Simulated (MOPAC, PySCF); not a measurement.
H₆OSi₃, SMILES `O=[SiH][SiH2][SiH3]` (O–Si–Si–Si torsion 8°), neutral singlet in the gas phase. 

Cartesian coordinates (Å):
```xyz
10

O      1.5900     2.1811    -0.3800
Si     1.9674     0.7066    -0.2288
Si     0.3054    -0.9453    -0.1250
Si    -1.7421     0.1730     0.0349
H      3.3959     0.2659    -0.1388
H      0.4122    -1.7713    -1.3611
H      0.5846    -1.8321     1.0396
H     -1.7384     1.0111     1.2588
H     -1.9223     1.0226    -1.1665
H     -2.8527    -0.8116     0.1172
```
Charge 0, multiplicity 1.

All levels are single points at this geometry (r2SCAN-D4/def2-TZVP); Pople sets use spherical d functions. Orbital energies aren't observables, and empty levels follow the basis.

PBE/6-31G* in PySCF gives dipole (D) = 3.12.

Estimate the dipole (D) from each of these levels: r2SCAN-D4/def2-TZVP in PySCF; B3LYP/6-31G* in PySCF; BP86/6-31G* in PySCF; HF/3-21G in PySCF; PM7 in MOPAC.


```
level                         dipole (D)
----------------------------  ----------
r2SCAN-D4/def2-TZVP in PySCF        3.49
B3LYP/6-31G* in PySCF               3.42
BP86/6-31G* in PySCF                3.14
HF/3-21G in PySCF                   3.70
PM7 in MOPAC                        3.49
```
